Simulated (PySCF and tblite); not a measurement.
Results of a calculation; reference values are marked as such.
Molecule: C₄H₉NSe, numbered as in [CH2:1]1[CH2:2][Se:3][CH2:4][CH2:5][NH:6]1; H are named by their carrier, a and b as at the first point (Å):

```
C1       1.373    0.277   -0.048
C2       1.080   -1.216    0.030
Se3     -0.519   -1.687   -1.019
C4      -1.593   -0.294   -0.133
C5      -0.896    1.060   -0.186
N6       0.367    1.157    0.541
H1a      1.508    0.574   -1.093
H1b      2.315    0.473    0.478
H2a      0.900   -1.531    1.062
H2b      1.906   -1.795   -0.382
H4a     -2.550   -0.258   -0.653
H4b     -1.758   -0.614    0.900
H5a     -0.707    1.339   -1.227
H5b     -1.569    1.812    0.243
H6       0.166    0.733    1.449
```

The mean out-of-plane torsion at N6 (0° is planar) is held and the rest relaxed at GFN2-xTB. Energies: revPBE/pcSseg-1 + D3(BJ), IEF-PCM chloroform. Couplings: B3LYP/pcseg-1 with H pcJ-1 N pcJ-1, gas phase, for ¹H, ¹⁵N. Programs: tblite and PySCF.

Spin–orbit effects of heavy atoms are missing.

Task: How do the most sensitive couplings change along the out-of-plane angle?

Result: 
```
out-of-plane angle °  ¹J(N6,H6)  ³J(H5a,H6)  ³J(H1a,H6)  ³J(H1b,H6)  ³J(H5b,H6)  ³J(N6,H2b)  ³J(N6,H4a)  ²J(N6,H1b)  ²J(N6,H5b)
                 -40      -58.6        13.7        13.7         1.6         1.6        -1.2        -1.2        -4.3        -4.3
                 -24      -83.2        13.4        13.4         3.9         3.9        -2.4        -2.4        -1.8        -1.8
                   0     -106.1         4.4         4.4         8.1         8.1        -4.9        -4.9         0.7         0.7
                  24      -85.9        -0.7        -0.7         7.3         7.3        -6.6        -6.6        -0.4        -0.4
                  40      -61.4         1.7         1.7         5.2         5.2        -5.9        -5.9        -2.3        -2.3
```
Values in Hz.

Task: Set ³J(H5a,H6) against its H–C–N–H torsion.

Result: -170°: 13.7 Hz, 63°: 1.7 Hz, 86°: -0.7 Hz, 127°: 4.4 Hz, 165°: 13.4 Hz.
